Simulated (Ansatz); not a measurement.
Harmonic vibrations of C₂H₇NOSi, SMILES `C=N[SiH](C)O` by finite differences.

```yaml
crystal:
  periodic: [false, false, false]
  atoms:
    - {symbol: C, position_ang: [-1.468938, 1.480850, 0.706738]}
    - {symbol: N, position_ang: [-1.270137, 0.511931, -0.068347]}
    - {symbol: Si, position_ang: [0.280702, -0.068261, -0.598813]}
    - {symbol: C, position_ang: [0.488799, -1.799916, 0.020623]}
    - {symbol: O, position_ang: [1.560252, 0.811246, -0.029645]}
    - {symbol: H, position_ang: [-0.666103, 2.096524, 1.141888]}
    - {symbol: H, position_ang: [-2.489151, 1.762745, 0.995129]}
    - {symbol: H, position_ang: [0.243556, 0.016273, -2.083362]}
    - {symbol: H, position_ang: [0.549708, -1.806196, 1.111797]}
    - {symbol: H, position_ang: [1.404746, -2.244093, -0.374637]}
    - {symbol: H, position_ang: [-0.358781, -2.419867, -0.278117]}
    - {symbol: H, position_ang: [1.802347, 1.603664, -0.509254]}
basis:
  gaussian: {orbitals: def2-TZVP}
hamiltonian: {xc: pbe0, dispersion: d4}
phonons: {temperatures: {t_min: 298.15, t_max: 900, t_step: 200}}
```

```sh
$ ansatz run in.yaml --threads 4 --pin off --events-out ev --progress --plain --max-ram 10444MiB
```

Output, abridged:

```
Functional definition: PBE0
mean field -13596.92834378 eV, -499.6779003049 hartree, gradient 5.5e-5 eV, S^2 0.000000; 0 other end points of the search recorded, 0 dependent functions left out
mean field -13596.92814971 eV, -499.6778931728 hartree, gradient 2.4e-6 eV, S^2 0.000000; 0 other end points of the search recorded, 0 dependent functions left out
mean field -13596.92816810 eV, -499.6778938487 hartree, gradient 2.4e-6 eV, S^2 0.000000; 0 other end points of the search recorded, 0 dependent functions left out
mean field -13596.92817404 eV, -499.6778940671 hartree, gradient 2.4e-6 eV, S^2 0.000000; 0 other end points of the search recorded, 0 dependent functions left out
mean field -13596.92814201 eV, -499.6778928899 hartree, gradient 2.4e-6 eV, S^2 0.000000; 0 other end points of the search recorded, 0 dependent functions left out
mean field -13596.92821361 eV, -499.6778955211 hartree, gradient 2.4e-6 eV, S^2 0.000000; 0 other end points of the search recorded, 0 dependent functions left out
mean field -13596.92820561 eV, -499.6778952271 hartree, gradient 2.4e-6 eV, S^2 0.000000; 0 other end points of the search recorded, 0 dependent functions left out
mean field -13596.92823647 eV, -499.6778963611 hartree, gradient 2.4e-6 eV, S^2 0.000000; 0 other end points of the search recorded, 0 dependent functions left out
mean field -13596.92828988 eV, -499.6778983243 hartree, gradient 2.4e-6 eV, S^2 0.000000; 0 other end points of the search recorded, 0 dependent functions left out
mean field -13596.92819247 eV, -499.6778947443 hartree, gradient 2.4e-6 eV, S^2 0.000000; 0 other end points of the search recorded, 0 dependent functions left out
mean field -13596.92818233 eV, -499.6778943718 hartree, gradient 2.4e-6 eV, S^2 0.000000; 0 other end points of the search recorded, 0 dependent functions left out
mean field -13596.92823545 eV, -499.6778963237 hartree, gradient 2.4e-6 eV, S^2 0.000000; 0 other end points of the search recorded, 0 dependent functions left out
mean field -13596.92823621 eV, -499.6778963518 hartree, gradient 2.4e-6 eV, S^2 0.000000; 0 other end points of the search recorded, 0 dependent functions left out
mean field -13596.92821605 eV, -499.6778956108 hartree, gradient 2.4e-6 eV, S^2 0.000000; 0 other end points of the search recorded, 0 dependent functions left out
mean field -13596.92821863 eV, -499.6778957057 hartree, gradient 2.4e-6 eV, S^2 0.000000; 0 other end points of the search recorded, 0 dependent functions left out
mean field -13596.92822440 eV, -499.6778959177 hartree, gradient 2.4e-6 eV, S^2 0.000000; 0 other end points of the search recorded, 0 dependent functions left out
mean field -13596.92822540 eV, -499.6778959545 hartree, gradient 2.4e-6 eV, S^2 0.000000; 0 other end points of the search recorded, 0 dependent functions left out
mean field -13596.92822259 eV, -499.6778958512 hartree, gradient 2.4e-6 eV, S^2 0.000000; 0 other end points of the search recorded, 0 dependent functions left out
mean field -13596.92823860 eV, -499.6778964396 hartree, gradient 2.4e-6 eV, S^2 0.000000; 0 other end points of the search recorded, 0 dependent functions left out
mean field -13596.92819006 eV, -499.6778946558 hartree, gradient 2.4e-6 eV, S^2 0.000000; 0 other end points of the search recorded, 0 dependent functions left out
mean field -13596.92817991 eV, -499.6778942829 hartree, gradient 2.4e-6 eV, S^2 0.000000; 0 other end points of the search recorded, 0 dependent functions left out
mean field -13596.92818699 eV, -499.6778945428 hartree, gradient 2.4e-6 eV, S^2 0.000000; 0 other end points of the search recorded, 0 dependent functions left out
mean field -13596.92824700 eV, -499.6778967481 hartree, gradient 2.4e-6 eV, S^2 0.000000; 0 other end points of the search recorded, 0 dependent functions left out
mean field -13596.92819289 eV, -499.6778947599 hartree, gradient 2.4e-6 eV, S^2 0.000000; 0 other end points of the search recorded, 0 dependent functions left out
mean field -13596.92819107 eV, -499.6778946930 hartree, gradient 2.4e-6 eV, S^2 0.000000; 0 other end points of the search recorded, 0 dependent functions left out
mean field -13596.92830651 eV, -499.6778989353 hartree, gradient 2.4e-6 eV, S^2 0.000000; 0 other end points of the search recorded, 0 dependent functions left out
mean field -13596.92824080 eV, -499.6778965205 hartree, gradient 2.4e-6 eV, S^2 0.000000; 0 other end points of the search recorded, 0 dependent functions left out
mean field -13596.92821069 eV, -499.6778954140 hartree, gradient 2.4e-6 eV, S^2 0.000000; 0 other end points of the search recorded, 0 dependent functions left out
mean field -13596.92818150 eV, -499.6778943413 hartree, gradient 2.4e-6 eV, S^2 0.000000; 0 other end points of the search recorded, 0 dependent functions left out
mean field -13596.92828344 eV, -499.6778980872 hartree, gradient 2.4e-6 eV, S^2 0.000000; 0 other end points of the search recorded, 0 dependent functions left out
mean field -13596.92828214 eV, -499.6778980395 hartree, gradient 2.4e-6 eV, S^2 0.000000; 0 other end points of the search recorded, 0 dependent functions left out
mean field -13596.92827766 eV, -499.6778978751 hartree, gradient 2.4e-6 eV, S^2 0.000000; 0 other end points of the search recorded, 0 dependent functions left out
mean field -13596.92828793 eV, -499.6778982525 hartree, gradient 2.4e-6 eV, S^2 0.000000; 0 other end points of the search recorded, 0 dependent functions left out
mean field -13596.92831092 eV, -499.6778990972 hartree, gradient 2.4e-6 eV, S^2 0.000000; 0 other end points of the search recorded, 0 dependent functions left out
mean field -13596.92830104 eV, -499.6778987342 hartree, gradient 2.4e-6 eV, S^2 0.000000; 0 other end points of the search recorded, 0 dependent functions left out
mean field -13596.92832583 eV, -499.6778996452 hartree, gradient 2.4e-6 eV, S^2 0.000000; 0 other end points of the search recorded, 0 dependent functions left out
mean field -13596.92831536 eV, -499.6778992603 hartree, gradient 2.4e-6 eV, S^2 0.000000; 0 other end points of the search recorded, 0 dependent functions left out
mean field -13596.92824575 eV, -499.6778967024 hartree, gradient 2.4e-6 eV, S^2 0.000000; 0 other end points of the search recorded, 0 dependent functions left out
mean field -13596.92826297 eV, -499.6778973352 hartree, gradient 2.4e-6 eV, S^2 0.000000; 0 other end points of the search recorded, 0 dependent functions left out
mean field -13596.92832939 eV, -499.6778997760 hartree, gradient 2.4e-6 eV, S^2 0.000000; 0 other end points of the search recorded, 0 dependent functions left out
mean field -13596.92831926 eV, -499.6778994039 hartree, gradient 2.4e-6 eV, S^2 0.000000; 0 other end points of the search recorded, 0 dependent functions left out
mean field -13596.92833047 eV, -499.6778998158 hartree, gradient 2.4e-6 eV, S^2 0.000000; 0 other end points of the search recorded, 0 dependent functions left out
mean field -13596.92832320 eV, -499.6778995485 hartree, gradient 2.4e-6 eV, S^2 0.000000; 0 other end points of the search recorded, 0 dependent functions left out
mean field -13596.92833758 eV, -499.6779000771 hartree, gradient 2.4e-6 eV, S^2 0.000000; 0 other end points of the search recorded, 0 dependent functions left out
mean field -13596.92833431 eV, -499.6778999568 hartree, gradient 2.4e-6 eV, S^2 0.000000; 0 other end points of the search recorded, 0 dependent functions left out
mean field -13596.92833759 eV, -499.6779000774 hartree, gradient 2.4e-6 eV, S^2 0.000000; 0 other end points of the search recorded, 0 dependent functions left out
mean field -13596.92833588 eV, -499.6779000144 hartree, gradient 2.4e-6 eV, S^2 0.000000; 0 other end points of the search recorded, 0 dependent functions left out
mean field -13596.92828567 eV, -499.6778981692 hartree, gradient 2.4e-6 eV, S^2 0.000000; 0 other end points of the search recorded, 0 dependent functions left out
mean field -13596.92829229 eV, -499.6778984125 hartree, gradient 2.4e-6 eV, S^2 0.000000; 0 other end points of the search recorded, 0 dependent functions left out
mean field -13596.92833227 eV, -499.6778998819 hartree, gradient 2.4e-6 eV, S^2 0.000000; 0 other end points of the search recorded, 0 dependent functions left out
mean field -13596.92832932 eV, -499.6778997734 hartree, gradient 2.4e-6 eV, S^2 0.000000; 0 other end points of the search recorded, 0 dependent functions left out
mean field -13596.92832478 eV, -499.6778996068 hartree, gradient 2.4e-6 eV, S^2 0.000000; 0 other end points of the search recorded, 0 dependent functions left out
mean field -13596.92834010 eV, -499.6779001696 hartree, gradient 2.4e-6 eV, S^2 0.000000; 0 other end points of the search recorded, 0 dependent functions left out
mean field -13596.92824092 eV, -499.6778965247 hartree, gradient 2.4e-6 eV, S^2 0.000000; 0 other end points of the search recorded, 0 dependent functions left out
mean field -13596.92823905 eV, -499.6778964560 hartree, gradient 2.4e-6 eV, S^2 0.000000; 0 other end points of the search recorded, 0 dependent functions left out
mean field -13596.92826711 eV, -499.6778974874 hartree, gradient 2.4e-6 eV, S^2 0.000000; 0 other end points of the search recorded, 0 dependent functions left out
mean field -13596.92826569 eV, -499.6778974349 hartree, gradient 2.4e-6 eV, S^2 0.000000; 0 other end points of the search recorded, 0 dependent functions left out
mean field -13596.92830974 eV, -499.6778990538 hartree, gradient 2.4e-6 eV, S^2 0.000000; 0 other end points of the search recorded, 0 dependent functions left out
mean field -13596.92832388 eV, -499.6778995737 hartree, gradient 2.4e-6 eV, S^2 0.000000; 0 other end points of the search recorded, 0 dependent functions left out
mean field -13596.92832022 eV, -499.6778994389 hartree, gradient 2.4e-6 eV, S^2 0.000000; 0 other end points of the search recorded, 0 dependent functions left out
mean field -13596.92831798 eV, -499.6778993567 hartree, gradient 2.4e-6 eV, S^2 0.000000; 0 other end points of the search recorded, 0 dependent functions left out
mean field -13596.92827937 eV, -499.6778979377 hartree, gradient 2.4e-6 eV, S^2 0.000000; 0 other end points of the search recorded, 0 dependent functions left out
mean field -13596.92827200 eV, -499.6778976669 hartree, gradient 2.4e-6 eV, S^2 0.000000; 0 other end points of the search recorded, 0 dependent functions left out
mean field -13596.92829548 eV, -499.6778985298 hartree, gradient 2.4e-6 eV, S^2 0.000000; 0 other end points of the search recorded, 0 dependent functions left out
mean field -13596.92830878 eV, -499.6778990188 hartree, gradient 2.4e-6 eV, S^2 0.000000; 0 other end points of the search recorded, 0 dependent functions left out
mean field -13596.92832375 eV, -499.6778995688 hartree, gradient 2.4e-6 eV, S^2 0.000000; 0 other end points of the search recorded, 0 dependent functions left out
mean field -13596.92832479 eV, -499.6778996072 hartree, gradient 2.4e-6 eV, S^2 0.000000; 0 other end points of the search recorded, 0 dependent functions left out
mean field -13596.92833273 eV, -499.6778998989 hartree, gradient 2.4e-6 eV, S^2 0.000000; 0 other end points of the search recorded, 0 dependent functions left out
mean field -13596.92832170 eV, -499.6778994933 hartree, gradient 2.4e-6 eV, S^2 0.000000; 0 other end points of the search recorded, 0 dependent functions left out
mean field -13596.92823220 eV, -499.6778962043 hartree, gradient 2.4e-6 eV, S^2 0.000000; 0 other end points of the search recorded, 0 dependent functions left out
mean field -13596.92822161 eV, -499.6778958151 hartree, gradient 2.4e-6 eV, S^2 0.000000; 0 other end points of the search recorded, 0 dependent functions left out
mean field -13596.92829646 eV, -499.6778985657 hartree, gradient 2.4e-6 eV, S^2 0.000000; 0 other end points of the search recorded, 0 dependent functions left out
mean field -13596.92830509 eV, -499.6778988829 hartree, gradient 2.4e-6 eV, S^2 0.000000; 0 other end points of the search recorded, 0 dependent functions left out
Total energy: -13597.13313075 eV, -499.6854260873 hartree
Atom 0 at    -1.468938     1.480850     0.706738 Å, force     0.001161     0.000422    -0.000553 eV/Å
Atom 1 at    -1.270137     0.511931    -0.068347 Å, force     0.000530    -0.002634     0.000396 eV/Å
Atom 2 at     0.280702    -0.068261    -0.598813 Å, force     0.000423    -0.000983     0.001421 eV/Å
Atom 3 at     0.488799    -1.799916     0.020623 Å, force    -0.001394     0.001053     0.000418 eV/Å
Atom 4 at     1.560252     0.811246    -0.029645 Å, force     0.000110     0.000725    -0.000165 eV/Å
Atom 5 at    -0.666103     2.096524     1.141888 Å, force    -0.000052    -0.000030     0.000736 eV/Å
Atom 6 at    -2.489151     1.762745     0.995129 Å, force    -0.000565     0.000300     0.000137 eV/Å
Atom 7 at     0.243556     0.016273    -2.083362 Å, force     0.000062     0.000185    -0.001471 eV/Å
Atom 8 at     0.549708    -1.806196     1.111797 Å, force    -0.000547     0.000394    -0.000513 eV/Å
Atom 9 at     1.404746    -2.244093    -0.374637 Å, force    -0.000604     0.000008     0.000157 eV/Å
Atom 10 at    -0.358781    -2.419867    -0.278117 Å, force     0.001063     0.000800    -0.000359 eV/Å
Atom 11 at     1.802347     1.603664    -0.509254 Å, force    -0.000187    -0.000240    -0.000202 eV/Å
Dipole moment:     0.098943     0.266878     0.031028 e Å
Vibrations: 110.96 137.41 151.10 201.50 257.39 285.59 400.16 533.09 656.25 695.89 744.83 774.82 841.30 848.81 894.45 943.09 1125.71 1221.82 1278.09 1445.96 1446.48 1517.65 1767.32 2213.48 2977.60 3056.39 3059.98 3140.90 3149.27 3932.86 cm⁻¹, zero-point energy 2.467913 eV
```

Run time 110 s (4 threads of an Intel Xeon 6975P-C on a shared host); peak host memory 0.53 GiB.
